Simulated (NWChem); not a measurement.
Isomers of C$_{4}$H$_{7}$F, each optimised at B3LYP/6-31G* with NWChem, gas phase unless a solvent is named. Flexible species stand in one conformer each, which need not be the lowest. Pople sets run with spherical d functions. Relative energies count from the lowest isomer at each level and are electronic, without zero-point energy, on those geometries.

A: CC1(F)CC1
B: C(=CF)(C)C
C: FC1CCC1
D: C[C@H]1C[C@@H]1F

| quantity | A | B | C | D |
|---|---|---|---|---|
| relative energy, PBE/def2-TZVP (kcal/mol) | 6.8 | 0.0 | 5.1 | 9.9 |
| highest harmonic frequency (cm⁻¹), B3LYP/6-31G* | 3243 | 3216 | 3144 | 3234 |
| SMD solvation free energy in water, B3LYP/6-31G* (kcal/mol) | -0.2 | 1.4 | -0.1 | -0.2 |
